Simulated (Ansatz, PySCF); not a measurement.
C2H3N, triplet, geometry from GFN2-xTB (a higher spin typed on purpose: for a closed-shell molecule this is an excited state). Base run: CAMB3LYP/STO-3G run with PySCF.

Input for PySCF:
```python
from pyscf import gto, scf, dft

mol = gto.Mole()
mol.atom = '''
    C    -1.07799219    0.02838501    0.00627118
    C     0.34217185   -0.47008600    0.13522217
    N     1.23983392    0.32551057   -0.11379751
    H    -1.55551587   -0.60779227   -0.73783391
    H    -1.53194100   -0.09395255    0.98882234
    H    -1.17645856    1.07337678   -0.30336599
'''
mol.basis = 'sto-3g'
mol.spin = 2
mol.verbose = 4
mol.build()

mf = dft.UKS(mol)
mf.xc = 'camb3lyp'
mf.kernel()
```

The same geometry, method and basis name were run in Ansatz (a first-principles code) and PySCF, at each program's defaults and at the settings that a row names. The base is PySCF at its defaults. Differences at the defaults can come from grids, fitting, cores and function types together.

| code and settings | ΔE vs base (µEh) | basis functions | E (Eh) | SCF cycles | dipole (D) |
|---|---|---|---|---|---|
| PySCF, defaults (exact integrals, its default grid, spherical functions) | 0.0 | 18 | -130.80540 | 13 | 1.75 |
| Ansatz, defaults (factorised integrals, its default grid, spherical functions) | 0.5 | 18 | -130.80540 | - | - |
| PySCF, density fitting with def2-universal-jkfit | -856 | 18 | -130.80625 | 13 | 1.75 |
| PySCF, fine grid | -1.0 | 18 | -130.80540 | 13 | 1.75 |
| Ansatz, high accuracy | -1.0 | 18 | -130.80540 | - | - |

Open shells are given as the SCF converged; they aren't shown to be the lowest states, and a large step between rows can be another state.
